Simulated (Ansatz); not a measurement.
`N[Si@H](Cl)[Si@@H](N)F` + `NC[SiH2]N` → `N[SiH](N)F` + `N[SiH2]C[SiH](N)Cl`  (redistribution)

Computed with Ansatz on PBE0-D4/def2-TZVP structures; ΔE is electronic, products minus reactants. CCSD(T)/CBS is the MP2 limit (def2-TZVPP, def2-QZVPP) plus CCSD(T) − MP2 in def2-TZVPP, frozen cores. DFT in def2-TZVPP. B3LYP here is the variant with VWN-RPA as its local correlation; programs differ in this. Each species was taken in one conformer, which may not be the lowest.

```json
{"level": "PBE-D4", "ΔE (eV)": "-1.87"}
{"level": "r2SCAN-D4", "ΔE (eV)": "-2.11"}
{"level": "PBE0-D4", "ΔE (eV)": "-1.99"}
{"level": "B3LYP-D4", "ΔE (eV)": "-2.03"}
{"level": "ωB97M-V", "ΔE (eV)": "-2.17"}
{"level": "B2PLYP", "ΔE (eV)": "-2.08"}
{"level": "CCSD(T)/def2-TZVPP", "ΔE (eV)": "-2.13"}
{"level": "MP2/CBS(def2)", "ΔE (eV)": "-2.28"}
```

(1) What does CCSD(T)/CBS give? (Best estimate.)

Largest T1 diagnostic among the species: 0.011.

Results:

(1) Computed: -2.14 eV. The listed levels differ from it by 0.27, 0.03, 0.15, 0.11, -0.03, 0.06, 0.01, -0.14 eV.

The D4 term adds −0.08 eV with B3LYP and −0.04 eV with PBE0; it sums over pairs of atoms, weighted by their polarisabilities, and B3LYP, whose exchange is more repulsive, gets the larger term. From PBE to PBE0 (25 % exact exchange), in def2-TZVPP and without D4, ΔE moves by −0.12 eV.
